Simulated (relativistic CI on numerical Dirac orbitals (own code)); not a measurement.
Co⁴⁺ in a cubic cluster: L2,3 absorption with charge transfer

Computed with a charge-transfer multiplet model of a cubic metal-ligand cluster with up to 3 ligand holes, Slater and spin-orbit integrals from Dirac-Coulomb-Breit ions, Slater integrals scaled by 0.8. The ground state mixes d5 with configurations of k ligand holes L, whose averages lie at kΔ + k(k − 1)U_dd/2; a core hole lowers each added d electron by U_cd. 300 K, Lorentzian 0.4 eV and Gaussian 0.3 eV FWHM.

Atomic integrals in eV (Slater integrals scaled, ζ unscaled), ground: F2dd 10.866, F4dd 6.824, zeta_d 0.080; with the core hole: F2dd 11.456, F4dd 7.196, zeta_d 0.102, zeta_core 9.658, F2cd 6.863, G1cd 5.283, G3cd 3.006.

Cluster parameters (eV): Δ = -1.2, U_cd = 9.6, 10Dq = 2, 10Dq(ligand) = 0.5, V(eg) = 3.65, V(t2g) = -1.98, final-state hopping factor = 0.8.

Weights, n_d and S are thermal averages at 300 K. Photon energies count from the first peak over 30 % of the highest in each spectrum, which can be another peak from case to case. The parameters are a model scan and need not match a compound or its usual spin state. Peaks in eV (height, largest 100): 0.0 (34), 2.2 (33), 3.6 (100), 5.7 (18), 7.0 (9), 18.1 (50).

Task: Which parameters give this spectrum?
A. U_dd = 6.3 eV
B. U_dd = 7.7 eV
C. U_dd = 9.8 eV

Result: B. U_dd = 7.7 eV; the ground state then has 6.03 d electrons and S = 0.51. The choice follows from running the model for each set and comparing peak positions and heights.
